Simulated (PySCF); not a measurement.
# Pb²⁺: ionisation energy

Pb²⁺ [Xe] 4f14 5d10 6s2 (1S) → Pb³⁺ [Xe] 4f14 5d10 6s1 (2S), as a difference of total energies. Calculation: PySCF 2.14, in aug-cc-pwCVTZ-PP with ECP60MDF (8s7p6d4f1g, 96 functions); a scalar-relativistic core potential. Correlated levels: valence: 5s2 5p6 5d10 frozen; valence and next inner shell: nothing frozen outside the core potential. The calculations carry no spin-orbit coupling.

Question: Order these methods by the ionisation energy they give, lowest first.
A. LDA
B. wB97M-V
C. MP2 (valence)
D. SCS-MP2 (valence and next inner shell)

Answer: C (30.355 eV), B (31.553 eV), D (31.936 eV), A (32.598 eV).

Errors of the correlated levels include the incompleteness of this basis and the frozen core.

For comparison: 31.937 eV (measured; NIST Atomic Spectra Database, ionization energies).
